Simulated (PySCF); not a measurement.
CoH: frontier orbitals

PBE0 at R = 1.533 Å; PySCF, no relativity, basis sets Co def2-TZVP, H def2-TZVP. State: ³Δ (triplet), unpaired electrons σ ↑, δ ↑, a second solution, started from another occupation. Only the outer orbitals are listed, counted within each symmetry.

```
spin  orbital  occ.  ε (eV)  on Co (%)           main shells (%)
   α       6σ     1   -8.63         71           64 Co d, 28 H s
   α       1δ     1   -7.79        100                  100 Co d
   α       3π     1   -6.71        100                  100 Co d
   α       3π     1   -6.71        100                  100 Co d
   α       1δ     1   -6.64        100                  100 Co d
   α       7σ     1   -6.27         78  48 Co s, 29 Co d, 22 H s
   α       8σ     0   -1.64         70  50 Co s, 30 H s, 17 Co p
   α       4π     0    1.94        100                  100 Co p
   α       4π     0    1.94        100                  100 Co p
   β       6σ     1   -7.81         35   65 H s, 22 Co s, 9 Co d
   β       3π     1   -5.58        100                  100 Co d
   β       3π     1   -5.58        100                  100 Co d
   β       1δ     1   -5.54        100                  100 Co d
   β       7σ     0   -1.80         99           86 Co s, 8 Co p
   β       8σ     0    0.31         78           76 Co d, 22 H s
   β       1δ     0    0.68        100                  100 Co d
```

**Question.** Which are the highest filled and the lowest empty level, where do they sit, and how wide is the gap?

**Answer.** Highest filled β 1δ at -5.54 eV (in %: 100 Co d); lowest empty β 7σ at -1.80 eV (in %: 86 Co s, 8 Co p); the gap at PBE0 is 3.74 eV.

```json
{
 "bond order (Mayer)": "0.98",
 "⟨S²⟩": "2.029",
 "charge on Co (Mulliken, basis-dependent)": "0.16",
 "charge on Co (Löwdin, basis-dependent)": "0.15",
 "dipole moment (positive dipole means Co(−)H(+))": "-2.95 D"
}
```
